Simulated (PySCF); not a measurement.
C4H4ClF, SMILES C=C/C=C(\F)Cl. Atoms are numbered in the order given.

```xyz
10

C     -0.4352    -3.1118     0.0000
C      0.2124    -1.9311     0.0000
C     -0.4553    -0.6465     0.0000
C      0.2032     0.5274     0.0000
F      1.5287     0.6038     0.0000
Cl    -0.5442     2.0752     0.0000
H     -1.5292    -3.1621     0.0000
H      0.1116    -4.0579     0.0000
H      1.3083    -1.9145     0.0000
H     -1.5476    -0.6066     0.0000
```
Charge 0, spin multiplicity 1.

The structure is a stationary point at r2SCAN-D4/def2-SVP. The values are those of a single conformer.

All values below come from PySCF with r2SCAN-D4/def2-SVP.

Frequencies are harmonic and unscaled.

**Question.** Estimate the vibrational spectrum. (The exact figures need the calculation; the answer reports its results.)

**Answer.** 
```csv
mode,ν (cm⁻¹),IR (km/mol),Raman (Å⁴/amu),depolarisation,moving atoms (share of kinetic energy)
1,137,0.0,3.5,0.75,"C 71 %, H 21 %"
2,161,1.5,2.4,0.75,"C 43 %, F 26 %, Cl 16 %, H 15 %"
3,200,0.4,4.9,0.75,"H 47 %, C 41 %"
4,354,3.1,8.5,0.39,"C 43 %, F 34 %, Cl 16 %"
5,413,2.7,1.3,0.25,"C 51 %, H 27 %, F 14 %, Cl 8 %"
6,468,3.1,5.5,0.22,"Cl 49 %, F 27 %, C 20 %"
7,536,1.3,5.2,0.75,"C 82 %, H 10 %"
8,681,11.5,6.3,0.75,"H 67 %, C 32 %"
9,840,68.2,1.0,0.24,"C 57 %, F 21 %, H 16 %"
10,859,1.6,4.7,0.75,"H 73 %, C 27 %"
11,903,47.7,7.2,0.75,"H 68 %, C 32 %"
12,964,26.2,0.2,0.54,"H 56 %, C 42 %"
13,1028,21.6,0.6,0.75,"H 91 %, C 9 %"
14,1079,105.9,14.1,0.22,"C 48 %, H 29 %, F 21 %"
15,1205,18.0,55.9,0.41,"C 54 %, H 46 %"
16,1285,38.7,6.5,0.32,"H 69 %, C 29 %"
17,1324,34.8,26.4,0.42,"H 56 %, C 39 %"
18,1432,23.9,31.1,0.42,"H 75 %, C 24 %"
19,1666,19.3,22.9,0.23,"C 88 %, H 11 %"
20,1713,177.1,413.1,0.28,C 93 %
21,3144,4.1,84.5,0.11,H 95 %
22,3168,3.5,105.2,0.28,"H 91 %, C 9 %"
23,3207,3.2,38.2,0.22,"H 92 %, C 8 %"
24,3253,4.8,105.3,0.63,"H 89 %, C 11 %"
```
